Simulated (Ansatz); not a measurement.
Relaxed structures of CH4OSe, closed shell (PBE0-D4/def2-TZVP; forces vanish, vibrations not checked; lower isomers may exist, and structures with a doubtful reference or unclear bonds are left out; Å). Ansatz 0.2.0; basis: def2-TZVPP; cores frozen in the correlated methods. Filled d shells of the heavier atoms are correlated. The def2 sets are not built for correlating such inner shells, so the correlated values are less sure here.

Question: Rank them by CCSD(T) energy, lowest first, and give each one's height above the lowest. Links in brackets join atoms within 1.22 times the sum of their covalent radii (1.1 for two metals). (To be estimated.)
A.
CH₄OSe ([CH3][O][SeH])
```
7
angstrom
C -0.6328 0.3775 -0.3125
Se 1.5151 -1.1275 0.3607
O 0.7802 0.3394 -0.3617
H -1.0809 -0.5060 -0.7777
H -0.9322 1.2699 -0.8669
H -0.9966 0.4582 0.7182
H 1.4060 -0.6965 1.7722
```
B.
CH₄OSe ([CH3][Se][OH])
```
7
angstrom
C -0.7753 0.4078 -0.3425
Se 1.1565 0.4171 -0.4091
O 1.4510 -1.1499 0.4316
H -1.1516 -0.5008 -0.8094
H -1.1021 1.2759 -0.9194
H -1.1327 0.4979 0.6821
H 1.5541 -0.9481 1.3667
```
C.
CH₄OSe ([CH2][SeH][OH])
```
7
angstrom
C -0.6975 0.4424 -0.3338
Se 1.0007 0.5889 0.0942
O 1.9549 -1.0081 0.4435
H -1.0208 -0.1750 -1.1601
H 1.6004 0.4474 -1.2434
H -1.3873 0.6559 0.4715
H 1.8840 -1.1753 1.3902
```

Answer: Computed: B (0.000 eV), A (0.603 eV), C (2.057 eV). Heights count from the lowest.

The T1 diagnostic stays at or below 0.014. The restricted Hartree–Fock reference is unstable towards an unrestricted one at one or more of these structures.

For scale, one of the runs: CCSD(T)/def2-TZVPP, 166 basis functions, launched by `ansatz run in.yaml --threads 2 --pin off --events-out ev --progress --plain --max-ram 4352MiB`. The run took 48 s on 2 CPU threads of an AMD EPYC 7R43 (shared host), with 1.4 GiB of host memory at its peak.
